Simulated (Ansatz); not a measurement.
Consider the ligand exchange at the Si–O bond: `CO[SiH](F)O[SiH3]` + CH₃OH → `CO[SiH](F)OC` + `O[SiH3]`.

Gas-phase electronic energies from Ansatz, PBE0-D4/def2-TZVP geometries. CBS: MP2 limit from def2 TZ/QZ plus the TZ coupled-cluster correction, frozen cores. This one scheme is used for every species. DFT in def2-TZVPP. B3LYP here is the variant with VWN-RPA as its local correlation; programs differ in this. Each species was taken in one conformer, which may not be the lowest.

| level | ΔE (kJ/mol) |
| --- | --- |
| PBE0-D4 | 17.7 |
| B3LYP-D4 | 18.4 |
| SCS-MP2/def2-TZVPP | 18.5 |
| CCSD/def2-TZVPP | 19.4 |
| CCSD(T)/def2-TZVPP | 18.4 |
| SCS-MP2/def2-QZVPP | 19.3 |
| MP2/CBS(def2) | 18.0 |
| CCSD/CBS(def2) | 20.2 |

Question: What does CCSD(T)/CBS give? (Estimate.)

Answer: Ansatz gave: +19.1 kJ/mol. The listed levels differ from it by -1.4, -0.7, -0.6, 0.3, -0.7, 0.2, -1.1, 1.1 kJ/mol.

Largest T1 diagnostic among the species: 0.011.

In def2-TZVPP, CCSD(T) changes the Hartree–Fock value by −5.1 kJ/mol (the triples alone add −1.1 kJ/mol) and MP2 by −6.1 kJ/mol.
